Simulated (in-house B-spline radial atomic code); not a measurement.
Computed with a B-spline radial atomic code. Model: two electrons, singlet ground state, non-relativistic, full CI in B-splines with partial waves to l = 8 (at full coupling up to 3e-4 hartree above the limit, correlation up to 0.6 % small), density held at that of full coupling by Lieb maximisation.

W(λ) is the mean repulsion in the state of coupling λ less the Hartree energy of the fixed density. Its start is exact exchange, its initial slope is twice the second-order Görling-Levy correlation energy, and its area from 0 to 1 is E_xc. A straight curve means weak, dynamic correlation, and a curve that drops fast and flattens means strong correlation.

Command:
```bash
python run_ac.py task.json out
```
Settings (lengths in bohr, energies in hartree):
```
potential              yukawa
strength               1.49
lmax                   8
second                 0.203
```

Run time, properties included: 39 s on 1 thread of Intel(R) Xeon(R) Processor @ 2.30GHz (shared host).

**W = mean repulsion less Hartree energy, and W of three functionals.**

Given: confinement screened point charge; nuclear charge 1.49; screening of the nucleus 0.203 1/bohr; external potential -Z exp(-k r)/r.

Computed: PBE exchange minus exact -0.12508 millihartree; SCAN exchange minus exact -7.8937 millihartree.

| coupling | W xc (hartree) | W xc minus exchange (millihartree) | kinetic minus Kohn-Sham (millihartree) | LDA (PW92) W minus its exchange (millihartree) | PBE W minus its exchange (millihartree) | SCAN W minus its exchange (millihartree) |
| --- | --- | --- | --- | --- | --- | --- |
| 0 | -0.67562 | 0 | 0 | 0 | 0 | 0 |
| 0.02 | -0.67766 | -2.041 | 0.02 | -10.82 | -1.63 | -1.79 |
| 0.05 | -0.68067 | -5.048 | 0.13 | -21.73 | -4.11 | -4.39 |
| 0.12 | -0.68745 | -11.824 | 0.7 | -40.69 | -9.92 | -10.15 |
| 0.25 | ? | ? | ? | ? | ? | ? |
| 0.4 | -0.71155 | -35.926 | 6.86 | -88.75 | -31.74 | -30.24 |
| 0.6 | -0.72627 | -50.651 | 14.19 | -112.38 | -45.62 | -42.46 |
| 0.8 | -0.7393 | -63.678 | 23.29 | -131.58 | -58.18 | -53.36 |
| 1 | -0.75089 | -75.269 | 33.7 | -147.82 | -69.58 | -63.18 |
| 1.4 | -0.77058 | -94.959 | 57.18 | -174.29 | -89.48 | -80.22 |
| 2 | -0.79361 | -117.98 | 96 | -204.46 | -113.8 | -100.92 |
| 3 | ? | ? | ? | ? | ? | ? |
| 4.5 | -0.84711 | -171.49 | 260.16 | -276.56 | -176.84 | -153.48 |

(1) What belongs in the row 0.25?

(2) What belongs in the row 3?

(3) What is the LDA exchange minus exact?

**Energy parts, natural occupations and partial-wave weights.**

Computed: total energy -0.9124 hartree; exchange energy -0.67562 hartree; correlation energy -0.041573 hartree; initial slope twice GL2 -0.10275 hartree; kinetic part over minus potential part 0.44767; Hartree energy 1.3512 hartree; Lieb Oxford ratio E_xc over LDA exchange 1.223.

```
natural  occupation of the shell (electrons)
      s                               1.9633
      s                                    ?
      p                             0.013377
      d                           0.00048303
      p                           0.00039368
      s                            0.0002691
```

(4) What belongs in the row s?

```json
{"wave": "s", "weight": "0.99278"}
{"wave": "p", "weight": "0.0069028"}
{"wave": "d", "weight": "?"}
{"wave": "f", "weight": "3.5073e-05"}
{"wave": "g", "weight": "7.8308e-06"}
```

(5) What belongs in the row d?

(6) What is the Kohn-Sham kinetic?

(7) What is the kinetic part of the DFT correlation energy?

Results:

(1) W xc (hartree): -0.6992; W xc minus exchange (millihartree): -23.575; kinetic minus Kohn-Sham (millihartree): 2.86; LDA (PW92) W minus its exchange (millihartree): -66.31; PBE W minus its exchange (millihartree): -20.39; SCAN W minus its exchange (millihartree): -19.99.

(2) W xc (hartree): -0.82082; W xc minus exchange (millihartree): -145.19; kinetic minus Kohn-Sham (millihartree): 163.11; LDA (PW92) W minus its exchange (millihartree): -240.35; PBE W minus its exchange (millihartree): -144.48; SCAN W minus its exchange (millihartree): -126.81.

(3) 89.189 millihartree.

(4) occupation of the shell (electrons): 0.021932.

(5) weight: 0.00026964.

(6) 1.3381 hartree.

(7) 0.033696 hartree.

Half-way to full coupling W has made 58 % of its drop, against 50 % for a straight line, and second-order (GL2) theory, half the initial slope, overshoots the correlation energy by about 24 %: a moderate bend, as in light atoms. Over couplings 0 to 1 the errors in E_xc come to about +37 millihartree for LDA, +4.0 millihartree for PBE, -1.3 millihartree for SCAN, so SCAN is nearest. In LDA and PBE and SCAN the errors of exchange and correlation have opposite signs, so the sum is smaller than the larger of the two.
